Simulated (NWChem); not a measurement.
System: Si$_{2}$H$_{4}$SF$_{2}$; SMILES F[SiH](F)S[SiH3]

Input file for NWChem:

```
start job
memory heap 200 mb stack 900 mb global 1100 mb
geometry units angstroms noautosym nocenter noautoz
  Si     0.705521     1.874104    -0.104822
  S     -1.147307     0.760140     0.110082
  Si    -0.366387    -1.198231     0.101286
  F      0.994098    -1.215556    -0.772208
  F      0.067264    -1.678774     1.576832
  H      1.733137     1.361294     0.843053
  H      1.205856     1.801339    -1.504501
  H      0.331856     3.273793     0.236884
  H     -1.335368    -2.167843    -0.442464
end
basis spherical
  * library sto-3g
end
dft
  xc hfexch
  iterations 150
end
property
  shielding
end
task dft property
```

Excerpt of the output:

```
             Northwest Computational Chemistry Package (NWChem) 7.3.0
             --------------------------------------------------------

                             Geometry "geometry" -> ""
                             -------------------------

 Output coordinates in angstroms (scale by  1.889725989 to convert to a.u.)

  No.       Tag          Charge          X              Y              Z
 ---- ---------------- ---------- -------------- -------------- --------------
    1 Si                  14.0000     0.70552100     1.87410400    -0.10482200
    2 S                   16.0000    -1.14730700     0.76014000     0.11008200
    3 Si                  14.0000    -0.36638700    -1.19823100     0.10128600
    4 F                    9.0000     0.99409800    -1.21555600    -0.77220800
    5 F                    9.0000     0.06726400    -1.67877400     1.57683200
    6 H                    1.0000     1.73313700     1.36129400     0.84305300
    7 H                    1.0000     1.20585600     1.80133900    -1.50450100
    8 H                    1.0000     0.33185600     3.27379300     0.23688400
    9 H                    1.0000    -1.33536800    -2.16784300    -0.44246400

 Effective nuclear repulsion energy (a.u.)     380.0925942678

  xc_inp: hfexch multiplicative factor not found.
                              NWChem Property Module
                              ----------------------

  itol2e modified to match energy
  convergence criterion.

                                 NWChem DFT Module
                                 -----------------

 Summary of "ao basis" -> "ao basis" (spherical)
 ------------------------------------------------------------------------------
       Tag                 Description            Shells   Functions and Types
 ---------------- ------------------------------  ------  ---------------------
 Si                          sto-3g                  5        9   3s2p
 S                           sto-3g                  5        9   3s2p
 F                           sto-3g                  3        5   2s1p
 H                           sto-3g                  1        1   1s

  itol2e modified to match energy
  convergence criterion.

            General Information
            -------------------
          SCF calculation type: DFT
          Wavefunction type:  closed shell.
          No. of atoms     :     9
          No. of electrons :    66
           Alpha electrons :    33
            Beta electrons :    33
          Charge           :     0
          Spin multiplicity:     1
          Use of symmetry is: off; symmetry adaption is: off
          Maximum number of iterations: 150
          AO basis - number of functions:    41
                     number of shells:    25
          Convergence on energy requested:  1.00D-07
          Convergence on density requested:  1.00D-05
          Convergence on gradient requested:  5.00D-04

              XC Information
              --------------
                     Hartree-Fock (Exact) Exchange  1.000

      Superposition of Atomic Density Guess
      -------------------------------------

 Sum of atomic energies:       -1161.88327683

      Non-variational initial energy
      ------------------------------

 Total energy =   -1161.502558
 1-e energy   =   -2387.530077
 2-e energy   =     845.934924
 HOMO         =      -0.121921
 LUMO         =       0.345167

   convergence    iter        energy       DeltaE   RMS-Dens  Diis-err
 ---------------- ----- ----------------- --------- --------- ---------
 d= 0,ls=0.0,diis     1  -1162.7415015821 -1.54D+03  2.66D-02  5.20D-01
 d= 0,ls=0.0,diis     2  -1162.8673439701 -1.26D-01  4.32D-03  2.13D-02
 d= 0,ls=0.0,diis     3  -1162.8718354269 -4.49D-03  2.07D-03  1.42D-03
 d= 0,ls=0.0,diis     4  -1162.8724292830 -5.94D-04  3.40D-04  3.78D-05
 d= 0,ls=0.0,diis     5  -1162.8724450713 -1.58D-05  6.30D-05  1.47D-06
 d= 0,ls=0.0,diis     6  -1162.8724456232 -5.52D-07  1.02D-05  4.00D-08
 d= 0,ls=0.0,diis     7  -1162.8724456385 -1.53D-08  2.84D-06  2.54D-09

         Total DFT energy =    -1162.872445638500
      One electron energy =    -2382.518743798234
           Coulomb energy =      927.864336355492
    Exchange-Corr. energy =      -88.310632463603
 Nuclear repulsion energy =      380.092594267846

 Numeric. integr. density =        0.000000000000

                       DFT Final Molecular Orbital Analysis
                       ------------------------------------

 Vector   31  Occ=2.000000D+00  E=-3.521126D-01
              MO Center= -4.6D-01,  3.7D-01,  8.3D-02, r^2= 4.2D+00
   Bfn.  Coefficient  Atom+Function         Bfn.  Coefficient  Atom+Function
  ----- ------------  ---------------      ----- ------------  ---------------
    17      0.495521  2 S  py                41      0.323278  9 H  s
    16      0.315382  2 S  px                36      0.299516  5 F  py
     7     -0.288243  1 Si px                 8     -0.262901  1 Si py
    40     -0.220922  8 H  s                 31      0.209799  4 F  py
    26     -0.207816  3 Si py                13     -0.162759  2 S  py

 Vector   32  Occ=2.000000D+00  E=-3.093891D-01
              MO Center= -7.8D-01,  4.9D-01,  1.1D-01, r^2= 3.0D+00
   Bfn.  Coefficient  Atom+Function         Bfn.  Coefficient  Atom+Function
  ----- ------------  ---------------      ----- ------------  ---------------
    16      0.659199  2 S  px                15     -0.371203  2 S  s
    17     -0.318946  2 S  py                31     -0.238025  4 F  py
    26      0.234240  3 Si py                36     -0.233917  5 F  py
    12     -0.210139  2 S  px                 7     -0.204375  1 Si px
    30      0.181767  4 F  px                38     -0.172072  6 H  s

 Vector   33  Occ=2.000000D+00  E=-2.673355D-01
              MO Center= -9.9D-01,  7.2D-01,  9.9D-02, r^2= 1.7D+00
   Bfn.  Coefficient  Atom+Function         Bfn.  Coefficient  Atom+Function
  ----- ------------  ---------------      ----- ------------  ---------------
    18      0.984577  2 S  pz                14     -0.300059  2 S  pz
    39      0.173478  7 H  s                 38     -0.132255  6 H  s
    37      0.122443  5 F  pz                16      0.098713  2 S  px
    41      0.088339  9 H  s                 30     -0.070887  4 F  px
    36     -0.066930  5 F  py                35      0.066342  5 F  px

 Vector   34  Occ=0.000000D+00  E= 3.680464D-01
              MO Center= -2.4D-01,  8.3D-01,  6.8D-03, r^2= 2.9D+00
   Bfn.  Coefficient  Atom+Function         Bfn.  Coefficient  Atom+Function
  ----- ------------  ---------------      ----- ------------  ---------------
    16      0.765532  2 S  px                 6     -0.653307  1 Si s
     7      0.581861  1 Si px                15      0.551445  2 S  s
    24     -0.432249  3 Si s                  8      0.407874  1 Si py
    41      0.292470  9 H  s                 25      0.277088  3 Si px
    12     -0.209079  2 S  px                39      0.200937  7 H  s

 Vector   35  Occ=0.000000D+00  E= 3.965289D-01
              MO Center= -5.2D-01,  2.4D-03,  7.5D-02, r^2= 2.8D+00
   Bfn.  Coefficient  Atom+Function         Bfn.  Coefficient  Atom+Function
  ----- ------------  ---------------      ----- ------------  ---------------
    17      0.847614  2 S  py                24      0.851164  3 Si s
    26      0.441496  3 Si py                 6     -0.365909  1 Si s
     8      0.341098  1 Si py                41     -0.324322  9 H  s
    13     -0.231468  2 S  py                38      0.230125  6 H  s
    30      0.227687  4 F  px                20     -0.191068  3 Si s

[...]

          -----------------------------------------
          Chemical Shielding Tensors (GIAO, in ppm)
          -----------------------------------------

                                NWChem CPHF Module
                                ------------------

  scftype          =     RHF
  nclosed          =       33
  nopen            =        0
  variables        =      264
  # of vectors     =        3
  tolerance        = 0.10D-03
  level shift      = 0.00D+00
  max iterations   =       50
  max subspace     =       30

 SCF residual:    1.9457156744503346E-005

Iterative solution of linear equations
  No. of variables      264
  No. of equations        3
  Maximum subspace       30
        Iterations       50
       Convergence  1.0D-04

   iter   nsub   residual    time
   ----  ------  --------  ---------
     1      3    1.77D+00       4.8
     2      6    9.25D-02       5.1
     3      9    2.14D-02       5.4
     4     12    4.51D-03       5.8
     5     15    1.06D-03       6.1
     6     18    1.51D-04       6.5
     7     21    2.17D-05       6.8

      Atom:    1  Si
        Diamagnetic
    870.3315      4.1291     -0.6504
      4.1291    871.0369     -0.4903
     -0.6504     -0.4903    864.8125

        Paramagnetic
   -233.3632     36.8350     -0.5626
     36.8350   -254.4650     -3.1140
     -0.5626     -3.1140   -269.1518

        Total Shielding Tensor
    636.9682     40.9641     -1.2131
     40.9641    616.5719     -3.6043
     -1.2131     -3.6043    595.6607

           isotropic =     616.4003
          anisotropy =      79.0824

          Principal Components and Axis System
                 1           2           3
              669.1219    595.9086    584.1704

      1         0.7865      0.1452     -0.6003
      2         0.6161     -0.1164      0.7790
      3        -0.0432      0.9825      0.1810

      Atom:    2  S
        Diamagnetic
   1048.0624      0.5504     -1.0087
      0.5504   1051.8149     -0.6801
     -1.0087     -0.6801   1038.0927

        Paramagnetic
     68.9421    -10.3523    -16.2069
    -10.3523     83.8613      3.6619
    -16.2069      3.6619     38.4965

        Total Shielding Tensor
   1117.0044     -9.8019    -17.2156
     -9.8019   1135.6761      2.9818
    -17.2156      2.9818   1076.5892

           isotropic =    1109.7566
          anisotropy =      47.5504

          Principal Components and Axis System
                 1           2           3
             1141.4569   1117.5682   1070.2447

      1        -0.4639      0.8150      0.3472
      2         0.8707      0.4917      0.0093
      3         0.1631     -0.3066      0.9377

      Atom:    3  Si
        Diamagnetic
    865.8904     -1.6871     -1.5555
     -1.6871    868.7820     -1.7731
     -1.5555     -1.7731    866.5465

        Paramagnetic
   -329.6625    -27.5926    -24.1981
    -27.5926   -304.5132    -11.8868
    -24.1981    -11.8868   -289.0718

        Total Shielding Tensor
    536.2279    -29.2797    -25.7537
    -29.2797    564.2689    -13.6599
    -25.7537    -13.6599    577.4747

           isotropic =     559.3238
          anisotropy =      45.8019

          Principal Components and Axis System
                 1           2           3
              589.8584    582.1556    505.9574

      1        -0.4490     -0.4186      0.7894
      2         0.0372      0.8739      0.4846
      3         0.8927     -0.2470      0.3768

      Atom:    4  F
        Diamagnetic
    473.4120     -1.5787    -21.2097
     -1.5787    445.1175      1.0495
    -21.2097      1.0495    454.5250

        Paramagnetic
     21.6955    -13.9368    123.8331
    -13.9368    184.8721     -6.6554
    123.8331     -6.6554    124.0164

        Total Shielding Tensor
    495.1075    -15.5154    102.6234
    -15.5154    629.9896     -5.6059
    102.6234     -5.6059    578.5414

           isotropic =     567.8795
          anisotropy =     130.4596

          Principal Components and Axis System
                 1           2           3
              654.8526    623.2061    425.5799

      1         0.5071      0.2312      0.8303
      2        -0.4781      0.8770      0.0478
      3         0.7171      0.4212     -0.5553

      Atom:    5  F
        Diamagnetic
    444.7587     -4.0808     10.9125
     -4.0808    447.8380    -14.1791
     10.9125    -14.1791    479.8020

        Paramagnetic
    209.2407      5.6435    -72.5036
      5.6435    158.7647     65.2386
    -72.5036     65.2386    -26.2997

        Total Shielding Tensor
    653.9993      1.5627    -61.5910
      1.5627    606.6027     51.0594
    -61.5910     51.0594    453.5024

           isotropic =     571.3681
          anisotropy =     154.0840

          Principal Components and Axis System
                 1           2           3
              674.0908    617.3201    422.6935

      1         0.9276      0.2776      0.2500
      2        -0.2115      0.9419     -0.2610
      3        -0.3080      0.1892      0.9324

      Atom:    6  H
        Diamagnetic
     34.7349     -0.5760      6.2350
     -0.5760     29.8598     -1.8014
      6.2350     -1.8014     30.6876

        Paramagnetic
     -0.5130      0.8251     -1.6581
      0.8251      0.1805      1.0960
     -1.6581      1.0960     -0.0205

        Total Shielding Tensor
     34.2219      0.2491      4.5769
      0.2491     30.0402     -0.7054
      4.5769     -0.7054     30.6671

           isotropic =      31.6431
          anisotropy =       8.5747

          Principal Components and Axis System
                 1           2           3
               37.3595     30.2289     27.3407

      1         0.8238      0.1679     -0.5414
      2        -0.0265      0.9655      0.2590
      3         0.5662     -0.1990      0.7999

      Atom:    7  H
        Diamagnetic
     29.0159      1.3143     -5.2872
      1.3143     28.5509     -0.9144
     -5.2872     -0.9144     37.3749

        Paramagnetic
      0.7947     -0.0774      1.1280
     -0.0774      0.8985     -0.4820
      1.1280     -0.4820     -2.1148

        Total Shielding Tensor
     29.8105      1.2369     -4.1592
      1.2369     29.4494     -1.3965
     -4.1592     -1.3965     35.2601

           isotropic =      31.5067
          anisotropy =       9.5884

          Principal Components and Axis System
                 1           2           3
               37.8990     29.1661     27.4550

      1        -0.4723      0.1224      0.8729
      2        -0.2106      0.9460     -0.2466
      3         0.8559      0.3003      0.4210

      Atom:    8  H
        Diamagnetic
     27.9322     -1.3193     -0.6320
     -1.3193     40.6808      2.7231
     -0.6320      2.7231     26.8810

        Paramagnetic
      0.4789      1.1718      0.2647
      1.1718     -2.2543     -0.8166
      0.2647     -0.8166      0.5135

        Total Shielding Tensor
     28.4112     -0.1475     -0.3673
     -0.1475     38.4265      1.9065
     -0.3673      1.9065     27.3945

           isotropic =      31.4107
          anisotropy =      11.0101

          Principal Components and Axis System
                 1           2           3
               38.7508     28.4878     26.9936

      1        -0.0200      0.9724      0.2324
      2         0.9859      0.0578     -0.1571
      3         0.1662     -0.2260      0.9599

      Atom:    9  H
        Diamagnetic
     33.0323      6.6668      3.4901
      6.6668     35.0085      3.7285
      3.4901      3.7285     28.4823

        Paramagnetic
     -2.1582     -1.8067     -1.0152
     -1.8067     -1.6518     -0.9667
     -1.0152     -0.9667     -0.5259

        Total Shielding Tensor
     30.8742      4.8601      2.4750
      4.8601     33.3566      2.7619
      2.4750      2.7619     27.9564

           isotropic =      30.7291
          anisotropy =      11.5633

          Principal Components and Axis System
                 1           2           3
               38.4380     27.2070     26.5422

      1         0.5844      0.6359     -0.5040
      2         0.7400     -0.6726      0.0094
      3         0.3330      0.3785      0.8636
```

Level: Hartree-Fock/STO-3G, GIAO. STO-3G and 3-21G are far too small for this property and stand as cheap habits. Structure relaxed at the PBE0/def2-SVP level. The printed shielding anisotropy is the first printed principal value minus the mean of the other two.
